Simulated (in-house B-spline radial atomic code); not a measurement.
Sr. Computed with a B-spline radial atomic code. Model: all-electron spherical atom, spin shells full or empty, radial basis limit, no spin-orbit coupling, Breit or QED, empty-state partial waves extrapolated as (l+1/2)^-4, RPA, G0W0 and static COHSEX of the highest shell as one setting changes (uncorrelated shells keep exact exchange).

Given: element Sr; charge 0; filled core Kr; hamiltonian one-electron scalar X2C; mean-field start PBE; highest l of empty states 9; nuclear rms radius 4.224 fm; highest mean-field shell 5s.

Shell: 5s 1 1 (electrons up and down).

```csv
lowest nl shells left uncorrelated,RPA correlation energy (hartree),G0W0 level (eV),G0W0 minus most complete (meV),COHSEX level (eV),removal by RPA minus most complete (meV)
0,-2.7877,-5.7333,0,-7.5731,0
1,-2.6293,-5.7333,0,-7.573,0
2,-2.4455,-5.734,-0.6,-7.575,0.6
3,-1.9281,-5.733,0.4,-7.5719,0.4
4,-1.7507,-5.7393,-6,-7.5885,5.2
5,?,?,?,?,?
6,?,?,?,?,?
7,-0.36155,-5.7069,26.4,-7.5245,-15.6
8,-0.062682,-5.447,286.3,-7.1341,-253.9
```

What follows for lowest nl shells left uncorrelated = 6?

RPA correlation energy -0.48539 hartree; G0W0 level -5.7083 eV; G0W0 minus most complete 25.1 meV; COHSEX level -7.5255 eV; removal by RPA minus most complete -11.4 meV.

What follows for lowest nl shells left uncorrelated = 5?

RPA correlation energy -1.2389 hartree; G0W0 level -5.7354 eV; G0W0 minus most complete -2.1 meV; COHSEX level -7.5812 eV; removal by RPA minus most complete -0.1 meV.
